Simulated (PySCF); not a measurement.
Computed IR spectrum (relative IR intensity) of a molecule C₄H₁₀OSi. Geometry: B3LYP-D3(BJ)/def2-SVP. Other conformers were not sampled. Calculation: B3LYP-D3(BJ)/def2-SVP (PySCF). Frequencies are harmonic and unscaled.

Lines under 2 % of the strongest are left out, and lines within 2 cm⁻¹ are merged.

ν (cm⁻¹): 126 (vw), 209 (w), 217 (m), 257 (m), 291 (w), 334 (w), 393 (w), 563 (w), 627 (m), 735 (m), 790 (w), 826 (s), 849 (m), 857 (m), 895 (w), 913 (vs), 938 (vs), 963 (vs), 1034 (w), 1264 (vw), 1299 (w), 1441 (vw), 1473 (w), 2186 (vs), 2246 (vs), 3014 (m), 3091 (w), 3098 (w), 3105 (w), 3110 (w), 3201 (w), 3870 (m) (against the strongest line: vs over 80 %, s over 45 %, m over 15 %, w over 4 %, vw less)

Problem. Identify the compound among the candidates.
A. C=C[C@@H]([SiH3])OC
B. CC[SiH]1COC1
C. CCC(=O)[SiH2]C
D. CC1([SiH2]O)CC1

Solution. D, CC1([SiH2]O)CC1
